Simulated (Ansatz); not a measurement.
Consider the isomerisation: `CSB(O)F` → `OBC(F)S`.

Isolated molecules relaxed with PBE0-D4/def2-TZVP in Ansatz; ΔE leaves out vibrations. CCSD(T)/CBS is the MP2 limit (def2-TZVPP, def2-QZVPP) plus CCSD(T) − MP2 in def2-TZVPP, frozen cores. Functionals use def2-TZVPP. B3LYP here is the variant with VWN-RPA as its local correlation; programs differ in this. One conformer a species, not always the lowest.

| level | ΔE (kJ/mol) |
| --- | --- |
| B3LYP-D4 | 278.8 |
| r2SCANh-D4 | 288.0 |
| BHLYP | 286.8 |
| CCSD(T)/def2-SVP | 288.7 |
| CCSD/def2-TZVPP | 286.0 |
| CCSD(T)/def2-TZVPP | 284.7 |
| SCS-MP2/def2-QZVPP | 289.6 |
| MP2/CBS(def2) | 296.1 |

Q: What does CCSD(T)/CBS give? (Estimate.)

A: The calculation gave: +284.8 kJ/mol. The listed levels differ from it by -6.0, 3.2, 2.0, 3.9, 1.2, -0.1, 4.8, 11.3 kJ/mol.

Largest T1 diagnostic among the species: 0.013.

At CCSD(T), def2-SVP lies +3.8 kJ/mol from the extrapolated value and def2-TZVPP −0.1 kJ/mol. From BLYP to BHLYP (50 % exact exchange), in def2-TZVPP and without D4, ΔE moves by +16.8 kJ/mol. Leaving LDA and LC-ωPBE aside and taking each functional with its dispersion term where it has one, the values, not all of them listed here, spread over 20.9 kJ/mol, from BLYP-D4 to B97M-V.
